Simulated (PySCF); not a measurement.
C2H3BClFO2.

```xyz
10

B      0.7369     0.3954     0.6671
Cl     0.2289    -0.9489     1.6650
F      1.6080     1.2625     1.1491
O      0.3439     0.5647    -0.6284
C     -0.8131     0.0821    -1.2041
C     -0.6177    -0.1746    -2.6704
O     -1.8188    -0.0579    -0.5783
H     -1.5653    -0.4958    -3.1182
H      0.1506    -0.9513    -2.8054
H     -0.2502     0.7401    -3.1586
```

Coordinates come from a ωB97X-D3(BJ)/def2-SVP optimisation. Other conformers were not sampled.

All values below come from PBE/pcSseg-1 (PySCF). Non-relativistic, no solvent.

Computed absolute GIAO shielding of each atom: isotropic value and principal components (ppm):
```
atom  σ(iso)     σ11     σ22    σ33   span
----  ------  ------  ------  -----  -----
B1      73.2    63.6    76.1   80.0   16.4
Cl2    827.9   639.6   875.2  969.0  329.3
F3     218.1    60.0   253.9  340.5  280.5
O4      45.4   -57.3    61.2  132.4  189.7
C5      11.8  -102.2    58.5   79.1  181.4
C6     156.6   135.3   146.5  188.1   52.8
O7    -174.5  -471.3  -277.2  224.9  696.2
H8      29.4    25.6    27.7   34.8    9.2
H9      29.0    25.7    28.4   32.8    7.1
H10     28.9    25.4    27.9   33.3    7.9
```
